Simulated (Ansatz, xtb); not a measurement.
## Relative energy of two structures of F2H2N2Si

We compare a, `[H]/N=N/[SiH](F)F`, a singlet, with b, a singlet given by its coordinates. Both are isolated molecules in the gas phase, relaxed with BLYP-D3(BJ)/def2-SVP; the shapes shown needn't be the lowest conformers.

a (Å):

```tsv
atom	x (Å)	y (Å)	z (Å)
F	3.1451	2.2820	-0.3094
F	0.7254	2.1570	-1.3340
N	1.0369	-0.0142	1.5740
N	1.1334	1.1843	1.1977
Si	1.8300	1.3412	-0.4660
H	0.6233	-0.0077	2.5486
H	2.1839	0.0701	-1.1469
```

b (Å):

```xyz
7

F     0.5563    0.6540    3.1927
F    -0.9622   -0.1103    1.2493
N     1.7348    0.9285    0.5966
N     1.8104   -0.7368    0.8967
Si    0.5765    0.2024    1.6393
H     1.4938    0.9766   -0.4061
H     2.6943   -0.8422    1.4197
```

Close contacts (Å): F1–Si5 1.62, F2–Si5 1.62, N3–N4 1.69, N3–Si5 1.72, N4–Si5 1.72, N3–H6 1.03, N4–H7 1.03.

Energies in hartree; the thermal terms are from BLYP-D3(BJ)/def2-SVP harmonic frequencies (ideal gas, rigid rotor, one conformer each, 298.15 K, 1 atm) and include the zero-point energy:

```
                              a           b
E, CCSD(T)/def2-SVP  −598.431654  −598.418065
    E, MP2/def2-SVP  −598.387206  −598.378119
  E, MP2/def2-TZVPP  −599.120500  −599.127511
  zero-point energy     0.032493     0.035370
       H(298 K) − E     0.039389     0.041734
       G(298 K) − E     0.002321     0.007192
```

Problem. Correct the CCSD(T) difference for the basis set by the MP2 change, then work out ΔE, ΔE₀, ΔH and ΔG for a → b in kcal/mol (1 Eh = 627.51 kcal/mol) and the equilibrium ratio [b]/[a].

Solution. 1. Differences b − a: CCSD(T) +0.013589, MP2 in the small set +0.009087, MP2 in the large set −0.007011 Eh.
2. ΔE = +0.013589 + (−0.007011 − (+0.009087)) = −0.002509 Eh = −1.57 kcal/mol.
3. ΔE₀ = ΔE + ΔZPE = −0.002509 + (+0.002877) Eh = +0.23 kcal/mol.
4. ΔH = ΔE + (+0.002345) Eh = −0.10 kcal/mol.
5. ΔG = ΔE + (+0.004871) Eh = +1.48 kcal/mol, so ΔS = (ΔH − ΔG)/T = −22.2 J/(mol K).
6. kT = 0.9442 mEh, so K = [b]/[a] = exp(−ΔG/kT) = exp(−2.50) ≈ 0.082.

The sums favour a, but ΔE leans on the basis-set step (CCSD(T) alone has the other sign or is under 1 kcal/mol), so the order isn't settled. An error of 1 kcal/mol in ΔG would change K by a factor of 5.4. The basis-set step is large, which makes the value less sure. HF/STO-3G, BLYP-D3(BJ)/def2-SVP, HF/def2-SVP, MP2/def2-SVP, CCSD(T)/def2-SVP gave ΔE the other sign. Mirror images and further conformers aren't counted.

Other levels gave ΔE = −0.3 (GFN2-xTB); +1.2 (HF/STO-3G, GFN2-xTB geometries); −2.7 (r2SCAN-D4/def2-SVP, GFN2-xTB geometries); +5.8 (BLYP-D3(BJ)/def2-SVP); +14.2 (HF/def2-SVP); +5.7 (MP2/def2-SVP); +8.5 (CCSD(T)/def2-SVP) kcal/mol. The correlated steps freeze 9 core orbitals. Programs: Ansatz 0.2.0, xtb 6.7.1.
